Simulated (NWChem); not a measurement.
CH$_{6}$FNOSi; SMILES CN[Si@@H](F)O

```xyz
11

C      0.1221     2.3648    -0.0769
N     -0.3486     1.0676     0.3913
Si     0.0085    -0.4401    -0.3058
O     -1.2290    -1.4579     0.1077
F      1.3619    -1.1592     0.2271
H      0.5212     2.2604    -1.0913
H     -0.6969     3.0940    -0.1204
H      0.9204     2.7817     0.5533
H     -0.8157     1.0859     1.2899
H      0.2149    -0.2414    -1.7567
H     -0.9809    -2.3856     0.2238
```
Atoms are numbered in this order, from 1.

Computed with NWChem. The geometry was optimised at B3LYP/6-31G* (spherical d).

Q: Estimate the computed values for Hartree-Fock/def2-TZVP. Quantities: highest occupied level (eV); orbital gap (eV); dipole (D).

A: 
- highest occupied level (eV) = -10.72
- orbital gap (eV) = 14.36
- dipole (D) = 0.84
